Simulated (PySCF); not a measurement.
Compound: CH₈FPSi₂.
Geometry (PBE0-D3(BJ)/def2-SVP, Å), atoms numbered from 1 in this order:
```
atom  x, y, z in Å
C1     1.7732    0.4876    0.4331
Si2    0.7445   -0.0907   -1.0371
Si3   -1.2593   -1.0169   -0.2553
F4    -2.1795   -1.4690   -1.5303
P5    -2.4660    0.4310    0.9977
H6     1.2216    1.2336    1.0253
H7     2.7118    0.9486    0.0897
H8     2.0290   -0.3554    1.0926
H9     1.5055   -1.0844   -1.8579
H10    0.3880    1.0700   -1.9136
H11   -1.0429   -2.2255    0.5989
H12   -1.4483    0.4512    2.0042
H13   -1.9704    1.6023    0.3443
```

Jobs on this species (13 atoms, 66 electrons) with PySCF (density fitting). Hardware of each: Arm Neoverse V2, one thread (shared host). Times come from a shared host and carry two figures at best. Peak memory is the resident size of the whole Python process, interpreter and libraries included.

Question: Rank these jobs by wall time, shortest first.
A. PBE0/IGLO-III; shieldings, charges and field gradients; 282 basis functions
B. PBE0-D3(BJ)/def2-SVP, grid level 1; geometry optimisation from a GFN2-xTB start shaken at random; 122 basis functions
C. PBE0/def2-SVP; shieldings, charges and field gradients; 122 basis functions
D. PBE0/pcSseg-0; shieldings, charges and field gradients; 73 basis functions

Answer: D (5.6 s), C (9.8 s), A (34 s), B (59 s).

All jobs:

| level and settings | work | basis functions | SCF cycles | wall time | peak memory |
| --- | --- | --- | --- | --- | --- |
| PBE0/pcSseg-0 | shieldings, charges and field gradients | 73 | 12 | 5.6 s | 0.47 GiB |
| PBE0/6-31G* | shieldings, charges and field gradients | 98 | 12 | 8.5 s | 0.58 GiB |
| PBE0/def2-SVP | shieldings, charges and field gradients | 122 | 12 | 9.8 s | 0.67 GiB |
| PBE0/cc-pVDZ | shieldings, charges and field gradients | 122 | 12 | 11 s | 0.68 GiB |
| PBE0/6-311+G(2d,p) | shieldings, charges and field gradients | 207 | 13 | 23 s | 0.96 GiB |
| PBE0/IGLO-III | shieldings, charges and field gradients | 282 | 12 | 34 s | 1.1 GiB |
| PBE0/cc-pVTZ | shieldings, charges and field gradients | 274 | 12 | 37 s | 1.1 GiB |
| PBE0/pcSseg-2 | shieldings, charges and field gradients | 313 | 12 | 48 s | 1.4 GiB |
| PBE0-D3(BJ)/def2-SVP, grid level 1 | geometry optimisation from a GFN2-xTB start shaken at random | 122 | 68 | 59 s | 0.52 GiB |

Q: What do all jobs in the table cost together?

A: About 3.9 min; the longest takes about 25 % of that, and about 11 times as long as the shortest.
